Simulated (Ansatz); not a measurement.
`F[SiH2][SiH](F)F` + `C=C=N` → `C=C=N[SiH](F)F` + `F[SiH3]` at 400 K and 1 bar (cleavage of the Si–Si bond).

Computed with Ansatz on PBE0-D4/def2-TZVP structures; ΔE is electronic, products minus reactants. CCSD(T)/CBS adds triple-zeta CCSD(T) − MP2 to the extrapolated MP2 energy (def2 sets, frozen cores). This one scheme is used for every species. One conformer a species, not always the lowest.

```
           species  CCSD(T)/CBS energy (Eh)  H − E (kJ/mol)  S (J/(mol·K))
`F[SiH2][SiH](F)F`               -879.52477           124.1          387.3
           `C=C=N`               -132.55079           133.3          267.3
  `C=C=N[SiH](F)F`               -621.39174           164.3          388.1
         `F[SiH3]`               -390.72345            88.0          253.8
```

H − E and S are ideal-gas, rigid-rotor, harmonic terms from PBE0-D4/def2-TZVP, for one conformer and one mirror image of each species. 1 Eh = 2625.50 kJ/mol, R = 8.31446 J/(mol·K).

Q: By hand: ΔE, ΔH, ΔS and ΔG.

A: ΔE = (-621.39174) + (-390.72345) − (-879.52477) − (-132.55079) = -0.03963 Eh = -104.0 kJ/mol. Δ(H − E) = 164.3 + 88.0 − 124.1 − 133.3 = -5.1, so ΔH = -109.1 kJ/mol. ΔS = 388.1 + 253.8 − 387.3 − 267.3 = -12.7 J/(mol·K). ΔG = -109.1 − 400 × (-12.7)/1000 = -104.0 kJ/mol.

Q: By hand: the equilibrium constant, and the temperature at which ΔG would vanish if ΔH and ΔS stayed fixed.

A: log₁₀ K = −ΔG/(RT ln 10) = 13.6. ΔG = 0 at ΔH/ΔS = 8591 K, far beyond where these terms or the molecules hold.

The number of gas molecules stays the same, so ΔS is small and ΔH decides. A doubt of 5 kJ/mol in ΔE shifts log₁₀ K by 0.7 here. Other conformers and mirror images would add mixing entropy, several J/(mol·K) or more a flexible species. Modes under 60 cm⁻¹, often nearly free rotors, make the harmonic entropy too high. These are equilibria of isolated gas molecules and say nothing of rates. Largest T1 diagnostic: 0.015 (customary marks: 0.02 for closed shells, 0.045 for open ones).
